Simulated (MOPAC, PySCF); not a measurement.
Ligand exchange on a metal centre used in film growth or etching (Zr NH2-H). Gas-phase values, no solvent. One relaxed conformer stands for each flexible species; it need not be the lowest.

Quantity: redistribution energy (mixed species minus the weighted end members), in eV. Semi-empirical values (MOPAC) are differences of heats of formation.

Level 1: B3LYP/6-311+G** (LANL2DZ on Zr) // BP86-D3(BJ)/def2-SVP (PySCF)
Level 2: M06-2X/6-31G* (LANL2DZ on Zr) // BP86-D3(BJ)/def2-SVP (PySCF)
Level 3: PBE/6-31G* (LANL2DZ on Zr) // BP86-D3(BJ)/def2-SVP (PySCF)
Level 4: PM6 // BP86-D3(BJ)/def2-SVP (MOPAC)

| species | level 2 | level 3 | level 4 |
|---|---|---|---|
| 2 of 4 NH2 replaced by H: [Zr(NH2)2(H)2] | -0.282 | -0.386 | -0.347 |
| 1 of 4 NH2 replaced by H: [Zr(NH2)3(H)] | -0.253 | -0.364 | -0.426 |
| 3 of 4 NH2 replaced by H: [Zr(NH2)(H)3] | -0.208 | -0.269 | -0.244 |

What does level 1 give for each?


- 2 of 4 NH2 replaced by H: [Zr(NH2)2(H)2]: -0.240
- 1 of 4 NH2 replaced by H: [Zr(NH2)3(H)]: -0.247
- 3 of 4 NH2 replaced by H: [Zr(NH2)(H)3]: -0.157
